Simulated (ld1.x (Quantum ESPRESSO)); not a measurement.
PBEsol ultrasoft dataset for bismuth (Bi), scalar-relativistic all-electron reference.

ld1.x (Quantum ESPRESSO) 7.5 input, shortened:

```
&input
   title='Bi', zed=83., rel=1, dft='PBESOL', iswitch=3,
   config='[Xe] 4f14 5d10 6s2 6p2.5'
 /
 &inputp
   pseudotype=3, tm=.true., lloc=-1, rcloc=1.95,
   nlcc=.true., rcore=1.10
 /
6
6S  1  0   2.00   0.00  1.50  2.05  0.0
6S  1  0   0.00  -1.00  1.50  2.05  0.0
6P  2  1   2.50   0.00  1.50  2.00  0.0
6P  2  1   0.00   0.45  1.50  2.00  0.0
5D  3  2  10.00   0.00  1.50  1.95  0.0
5D  3  2   0.00   2.95  1.50  1.95  0.0
 &test
   configts(1)='5d10 6s2 6p2.5'
 /
```

All-electron outer shells of the reference configuration (PBEsol, scalar-relativistic, ld1.x):

```json
{"shell": "4f", "level (eV)": "-156.53", "outermost node (bohr)": "–", "outermost maximum (bohr)": "0.34"}
{"shell": "5p", "level (eV)": "-99.72", "outermost node (bohr)": "0.48", "outermost maximum (bohr)": "0.86"}
{"shell": "5d", "level (eV)": "-30.94", "outermost node (bohr)": "0.51", "outermost maximum (bohr)": "1.03"}
{"shell": "6s", "level (eV)": "-18.22", "outermost node (bohr)": "0.98", "outermost maximum (bohr)": "1.86"}
{"shell": "6p", "level (eV)": "-7.91", "outermost node (bohr)": "1.14", "outermost maximum (bohr)": "2.41"}
```

What the tests gave:

- Ghost test: ghost state, extra bound levels that the all-electron valence spectrum of the same l lacks: p at -16.5 eV (other channels not judged); a true bound ghost makes a file unfit for plane-wave use (spherical-Bessel basis up to 400 Ry, 20 bohr box)
- Largest excitation error: -346 meV (all-electron minus pseudo) for 5d9 6s2 6p3, out of 7 test configurations
- Lowest eigenvalue of the overlap operator: 0.37 (s channel)

Generation and tests took about 2.1 s on one core of a shared server CPU.
